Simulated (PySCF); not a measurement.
## SMILES C=CBC(=C)[SiH3], C4H9BSi

Molfile (atoms numbered from 1):
```
C4H9BSi
     RDKit          3D

 15 14  0  0  0  0  0  0  0  0999 V2000
    2.3606    0.7373    0.1758 C   0  0  0  0  0  0  0  0  0  0  0  0
    1.9447   -0.2209   -0.6724 C   0  0  0  0  0  0  0  0  0  0  0  0
    0.5045   -0.7941   -0.6553 B   0  0  0  0  0  0  0  0  0  0  0  0
   -0.7155   -0.0027   -0.1026 C   0  0  0  0  0  0  0  0  0  0  0  0
   -0.8551    1.3155   -0.3594 C   0  0  0  0  0  0  0  0  0  0  0  0
   -2.0897   -0.9280    0.7847 Si  0  0  0  0  0  4  0  0  0  0  0  0
    3.3986    1.0882    0.2045 H   0  0  0  0  0  0  0  0  0  0  0  0
    1.6744    1.1901    0.8996 H   0  0  0  0  0  0  0  0  0  0  0  0
    2.6956   -0.6630   -1.3400 H   0  0  0  0  0  0  0  0  0  0  0  0
    0.3204   -1.9186   -1.0781 H   0  0  0  0  0  0  0  0  0  0  0  0
   -0.1000    1.8727   -0.9288 H   0  0  0  0  0  0  0  0  0  0  0  0
   -1.7373    1.8907   -0.0493 H   0  0  0  0  0  0  0  0  0  0  0  0
   -1.5565   -1.6437    1.9861 H   0  0  0  0  0  0  0  0  0  0  0  0
   -3.1450    0.0348    1.2307 H   0  0  0  0  0  0  0  0  0  0  0  0
   -2.7018   -1.9523   -0.1168 H   0  0  0  0  0  0  0  0  0  0  0  0
  1  2  2  0
  2  3  1  0
  3  4  1  0
  4  5  2  0
  4  6  1  0
  1  7  1  0
  1  8  1  0
  2  9  1  0
  3 10  1  0
  5 11  1  0
  5 12  1  0
  6 13  1  0
  6 14  1  0
  6 15  1  0
M  END
```

Theory: PySCF 2.14.0, GIAO PBE/pcSseg-1 magnetisability, rotational g tensor and spin-rotation constants, non-relativistic, gas phase. Geometry: PBE0-D3(BJ)/def2-SVP.

(1) How diamagnetic is it, and how anisotropic?

(2) Split it along the inertial axes a, b, c into diamagnetic and paramagnetic parts about the centre of mass, with the quadrupole moment.

(3) And the rotational g tensor?

Answers

(1) Isotropic -897 × 10⁻³⁰ J/T², or -54.0 × 10⁻⁶ cm³/mol; principal values -1170, -810, -712 × 10⁻³⁰ J/T², anisotropy 417 × 10⁻³⁰ J/T² (root of half the summed squared differences of the principal values). The susceptibility is in cgs units.

(2) 
```tsv
axis	χ (10⁻⁶ cm³/mol)	diamagnetic (10⁻⁶ cm³/mol)	paramagnetic (10⁻⁶ cm³/mol)	summed x² of all electrons (Å²)	quadrupole Θ (D Å)
a	-46.1	-324.4	278.3	193.7	+2.59
b	-49.5	-933.2	883.7	50.2	-0.50
c	-66.5	-1035.1	968.5	26.2	-2.09
```
Anisotropies 2χaa − χbb − χcc = +23.9 and 2χbb − χaa − χcc = +13.7 × 10⁻⁶ cm³/mol. Θ is traceless in Buckingham's convention.

(3) 
```csv
axis,rotational constant (GHz),g,nuclear part,electronic part
a,5.7500,-0.1019,0.6499,-0.7518
b,1.4618,-0.0223,0.5845,-0.6069
c,1.3127,-0.0090,0.5883,-0.5973
```
Asymmetric top; isotopes 11B, 12C, 1H, 28Si; no vibrational averaging.
